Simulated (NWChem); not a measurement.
System: C2H4O2Si; SMILES O=C1C[SiH2]O1

The following NWChem deck was run.

```
start job
memory heap 200 mb stack 900 mb global 1100 mb
geometry units angstroms noautosym nocenter noautoz
  O      0.124423     2.135333     0.000000
  C      0.025646     0.951695     0.000000
  C     -1.214597     0.041741     0.000000
  Si     0.066682    -1.330445     0.000000
  O      1.075397     0.074362     0.000000
  H     -1.837636     0.190403    -0.893841
  H     -1.837636     0.190403     0.893841
  H      0.240749    -2.148214    -1.227508
  H      0.240749    -2.148214     1.227508
end
basis spherical
  O library def2-svp
  C library def2-svp
  Si library def2-svp
  H library def2-svp
end
dft
  xc xpbe96 cpbe96
  iterations 150
end
cosmo
  do_cosmo_smd true
  solvent ethanol
end
task dft energy
```

Parts of the log:

```
             Northwest Computational Chemistry Package (NWChem) 7.3.0
             --------------------------------------------------------

                             Geometry "geometry" -> ""
                             -------------------------

 Output coordinates in angstroms (scale by  1.889725989 to convert to a.u.)

  No.       Tag          Charge          X              Y              Z
 ---- ---------------- ---------- -------------- -------------- --------------
    1 O                    8.0000     0.12442300     2.13533300     0.00000000
    2 C                    6.0000     0.02564600     0.95169500     0.00000000
    3 C                    6.0000    -1.21459700     0.04174100     0.00000000
    4 Si                  14.0000     0.06668200    -1.33044500     0.00000000
    5 O                    8.0000     1.07539700     0.07436200     0.00000000
    6 H                    1.0000    -1.83763600     0.19040300    -0.89384100
    7 H                    1.0000    -1.83763600     0.19040300     0.89384100
    8 H                    1.0000     0.24074900    -2.14821400    -1.22750800
    9 H                    1.0000     0.24074900    -2.14821400     1.22750800

 Effective nuclear repulsion energy (a.u.)     223.4077726918

  pbe96 is a nonlocal functional; adding pw91lda local functional.

                                 NWChem DFT Module
                                 -----------------

 Summary of "ao basis" -> "ao basis" (spherical)
 ------------------------------------------------------------------------------
       Tag                 Description            Shells   Functions and Types
 ---------------- ------------------------------  ------  ---------------------
 O                          def2-svp                 6       14   3s2p1d
 C                          def2-svp                 6       14   3s2p1d
 Si                         def2-svp                 8       18   4s3p1d
 H                          def2-svp                 3        5   2s1p

 in cosmo_initialize ...
 calling solv_data for solv:ethanol

 solvent parameters
 solvname_short: ethanol
 solvname_long:  ethanol
 dielec:       24.8520
 dielecinf:     1.8526
 nonaqueous SMD model solvent descriptors
 dielec:       24.8520
 sola:          0.3700
 solb:          0.4800
 solc:          0.0000
 solg:         31.6200
 solh:          0.0000
 soln:          1.3611

[...]

                                COSMO-SMD solvation results
                                ---------------------------

             internal energy in gas <Psi(g)|H|Psi(g)> =      -517.917176442863
         internal energy in solvent <Psi(s)|H|Psi(s)> =      -517.914613449056
                               delta internal energy  =         0.002562993807 (    1.61 kcal/mol)
   total free energy in solvent <Psi(s)|H+V/2|Psi(s)> =      -517.928317445596
 polarization energy contribution <Psi(s)|V/2|Psi(s)> =        -0.013703996540 (   -8.60 kcal/mol)
    total free energy in solvent including G(SMD-CDS) =      -517.924987488411
                       G(SMD-CDS) energy contribution =         0.003329957185 (    2.09 kcal/mol)
     1 M fixed-concentration free energy of solvation =        -0.007811045548 (   -4.90 kcal/mol)

                       DFT Final Molecular Orbital Analysis
                       ------------------------------------

 Vector   21  Occ=2.000000D+00  E=-2.876170D-01
              MO Center= -1.2D-01, -2.0D-01,  7.1D-09, r^2= 2.5D+00
   Bfn.  Coefficient  Atom+Function         Bfn.  Coefficient  Atom+Function
  ----- ------------  ---------------      ----- ------------  ---------------
    64      0.396513  5 O  px                32      0.295308  3 C  px
    67      0.283939  5 O  px                33     -0.232428  3 C  py
    31      0.226766  3 C  s                 50     -0.215507  4 Si px
    35      0.170812  3 C  px                75     -0.132287  6 H  s
    80     -0.132287  7 H  s                 47      0.117058  4 Si px

 Vector   22  Occ=2.000000D+00  E=-2.823394D-01
              MO Center=  5.0D-01, -4.1D-02, -1.7D-08, r^2= 3.9D+00
   Bfn.  Coefficient  Atom+Function         Bfn.  Coefficient  Atom+Function
  ----- ------------  ---------------      ----- ------------  ---------------
    66      0.424171  5 O  pz                 6     -0.343496  1 O  pz
    69      0.313393  5 O  pz                 9     -0.249152  1 O  pz
    85      0.207638  8 H  s                 90     -0.207638  9 H  s
    86      0.174474  8 H  s                 91     -0.174474  9 H  s
    52     -0.137956  4 Si pz                57      0.088846  4 Si d -1

 Vector   23  Occ=2.000000D+00  E=-2.435948D-01
              MO Center= -4.7D-02,  1.3D+00, -5.7D-10, r^2= 2.5D+00
   Bfn.  Coefficient  Atom+Function         Bfn.  Coefficient  Atom+Function
  ----- ------------  ---------------      ----- ------------  ---------------
     4      0.539492  1 O  px                 7      0.373722  1 O  px
    33      0.248505  3 C  py                31      0.194111  3 C  s
    36      0.163401  3 C  py                63     -0.153874  5 O  s
    64      0.150786  5 O  px                53      0.144070  4 Si px
    67      0.131451  5 O  px                65     -0.128856  5 O  py

 Vector   24  Occ=0.000000D+00  E=-3.722947D-02
              MO Center= -6.4D-02,  1.0D+00,  7.2D-10, r^2= 2.1D+00
   Bfn.  Coefficient  Atom+Function         Bfn.  Coefficient  Atom+Function
  ----- ------------  ---------------      ----- ------------  ---------------
    20      0.584028  2 C  pz                23      0.475537  2 C  pz
     9     -0.390274  1 O  pz                 6     -0.381627  1 O  pz
    76      0.331685  6 H  s                 81     -0.331685  7 H  s
    66     -0.272540  5 O  pz                69     -0.256037  5 O  pz
    37      0.206718  3 C  pz                75      0.163230  6 H  s

[...]
```

Level: PBE/def2-SVP, SMD on the gas-phase geometry. Coordinates come from a PBE0/def2-SVP optimisation. Solvent: ethanol.
